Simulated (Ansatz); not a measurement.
Pb₃⁺. Charge 1, multiplicity 2. Geometry PBE-D4/def2-SVP, that of the neutral singlet.

```xyz
3

Pb   -1.355   -0.957    1.046
Pb   -0.562    0.587   -1.233
Pb    1.917    0.370    0.187
```

In the def2 sets Pb takes a core potential; there is no spin–orbit coupling. At PBE-D4/def2-TZVP the gap within one spin of the charge 1 doublet nearly closes, so an electron or hole may be smeared out by delocalisation error. At r2SCAN-D4/def2-TZVP, PBE0-D4/def2-TZVP the charge 1 doublet is spin-contaminated (final ⟨S²⟩ up to 1.25, 0.75 for a pure state). The structure comes from a short search, and lower isomers may exist.

Q: Estimate the α-spin orbital energies around the gap (eV) in Ansatz with PBE-D4/def2-TZVP, r2SCAN-D4/def2-TZVP, PBE0-D4/def2-TZVP.

A: 
```
orbital  PBE-D4/def2-TZVP  r2SCAN-D4/def2-TZVP  PBE0-D4/def2-TZVP
 HOMO−5            -18.36               -18.94             -19.92
 HOMO−4            -16.54               -16.89             -17.76
 HOMO−3            -15.25               -15.60             -16.32
 HOMO−2             -9.48                -9.73             -10.19
 HOMO−1             -9.42                -9.72             -10.05
   HOMO             -9.15                -9.46              -9.90
   LUMO             -8.32                -8.10              -7.68
 LUMO+1             -7.81                -7.77              -7.23
 LUMO+2             -6.82                -6.79              -6.18
 LUMO+3             -6.49                -6.27              -5.83
 LUMO+4             -4.65                -4.43              -4.06
 LUMO+5             -4.52                -4.04              -3.81
 β HOMO             -9.00                -9.33              -9.75
 β LUMO             -8.88                -8.71              -8.13
```
